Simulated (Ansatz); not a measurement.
Consider the ligand exchange at the Si–F bond: `F[SiH2]F` + `N[SiH](O)O` → `O[SiH](O)N[SiH2]F` + H–F.

Isolated molecules relaxed with PBE0-D4/def2-TZVP in Ansatz; ΔE leaves out vibrations. CCSD(T)/CBS adds triple-zeta CCSD(T) − MP2 to the extrapolated MP2 energy (def2 sets, frozen cores). This one scheme is used for every species. Functionals use def2-TZVPP. B3LYP here is the variant with VWN-RPA as its local correlation; programs differ in this. One conformer a species, not always the lowest.

`F[SiH2]F`:

Cartesian coordinates in Å:
```
F -0.159 -1.314 0.815
Si -0.037 0.019 -0.035
F 1.344 0.708 0.330
H -0.017 -0.339 -1.466
H -1.131 0.926 0.356
```

`N[SiH](O)O`:

Z-matrix (Å, degrees):
```
Si
O 1 1.639
O 1 1.639 2 116.1
N 1 1.714 2 107.1 3 -119.6
H 1 1.475 2 104.4 3 114.2
H 2 0.959 1 117.1 3 74.9
H 3 0.959 1 117.0 2 -75.2
H 4 1.008 1 119.6 2 171.6
H 4 1.008 1 119.6 2 -46.2
```

`O[SiH](O)N[SiH2]F`:

```xyz
12

O    -2.145    0.929    0.975
Si   -1.295    0.131   -0.173
O    -1.135   -1.483    0.042
N     0.310    0.765   -0.246
Si    1.737   -0.154   -0.434
F     1.920   -1.134    0.830
H    -1.779    0.984    1.860
H    -2.085    0.302   -1.401
H    -0.531   -1.807    0.713
H     0.425    1.756   -0.090
H     1.680   -1.052   -1.606
H     2.899    0.762   -0.471
```

H–F:

```xyz
2

F     0.373   -0.245   -0.110
H    -0.373    0.245    0.110
```

(1) Is it downhill or uphill in electronic energy at CCSD(T)/CBS, and by how much? (Estimate.)

(2) What do these levels give: PBE-D4, B3LYP-D4, ωB97X-V, ωB97M-V, PBE, PBE0, SCS-MP2/def2-TZVPP, CCSD/def2-TZVPP, HF/def2-QZVPP, MP2/def2-QZVPP, SCS-MP2/def2-QZVPP, MP2/CBS(def2)? (An estimate is asked.)

Largest T1 diagnostic among the species: 0.012.

## Answers

(1) Ansatz gave: Uphill: ΔE = +69.1 kJ/mol.

(2) The calculation gave: PBE-D4 65.7, B3LYP-D4 71.3, ωB97X-V 72.2, ωB97M-V 70.9, PBE 73.6, PBE0 72.4, SCS-MP2/def2-TZVPP 74.4, CCSD/def2-TZVPP 73.0, HF/def2-QZVPP 91.7, MP2/def2-QZVPP 69.1, SCS-MP2/def2-QZVPP 74.5, MP2/CBS(def2) 68.1 kJ/mol.

In def2-TZVPP, CCSD(T) changes the Hartree–Fock value by −20.0 kJ/mol (the triples alone add −3.0 kJ/mol) and MP2 by −20.9 kJ/mol. The D4 term adds −12.6 kJ/mol with B3LYP and −7.1 kJ/mol with PBE0; it sums over pairs of atoms, weighted by their polarisabilities, and B3LYP, whose exchange is more repulsive, gets the larger term.
